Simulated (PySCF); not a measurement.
Write Cartesian coordinates for `C1CCC(Cl)=C(O1)C#N` as optimised with GFN2-xTB.

```
atom  x, y, z in Å
N1     3.7903   -0.7922    0.4507
C2     2.6682   -0.5969    0.3290
C3     1.2804   -0.3377    0.1882
C4     0.7750    0.8985    0.3570
Cl5    1.8250    2.2268    0.6971
C6    -0.6910    1.1871    0.2880
C7    -1.4591   -0.1306    0.3984
C8    -0.7985   -1.1601   -0.5131
O9     0.5313   -1.4349   -0.1193
H10   -0.9250    1.6935   -0.6534
H11   -0.9657    1.8658    1.0975
H12   -1.4231   -0.4950    1.4265
H13   -2.5014    0.0026    0.1122
H14   -0.7996   -0.7955   -1.5493
H15   -1.3114   -2.1232   -0.4738
```

Orientation and origin are arbitrary. Atoms count from 1 in this order. Of the pairs four or more bonds apart, C3···H12 is among the closest relative to their van der Waals radii: 2.98 Å, 103 % of the sum of Bondi's values. The C–C distances run from 1.346 Å (C3=C4, drawn double) to 1.529 Å (C6–C7, drawn single), a spread of 0.183 Å. The 2 C–O bonds span 1.364 Å (C3–O9, drawn single) to 1.414 Å (C8–O9, drawn single), a spread of 0.050 Å. The 6-membered ring C3–C4–C6–C7–C8–O9 has internal angles of 108.7° to 124.1° (sum 691°, against 720° for a flat polygon); it is puckered, 0.20 Å rms from its mean plane, widest ring torsion 63°.

Bonds between heavy atoms (Å): N1≡C2 1.145, C2–C3 1.419, C3=C4 1.346, C4–Cl5 1.727, C4–C6 1.496, C6–C7 1.529, C7–C8 1.525, C8–O9 1.414, C3–O9 1.364.

Computed geometry: GFN2-xTB, gas phase.

Point group: C1 (no symmetry element, even within 0.4 Å). Not checked by GFN2-xTB frequencies. The numbers are those of one conformer (C3–C4–C6–C7 16°, C4–C6–C7–C8 -45°, C6–C7–C8–O9 63°, C7–C8–O9–C3 -45°).
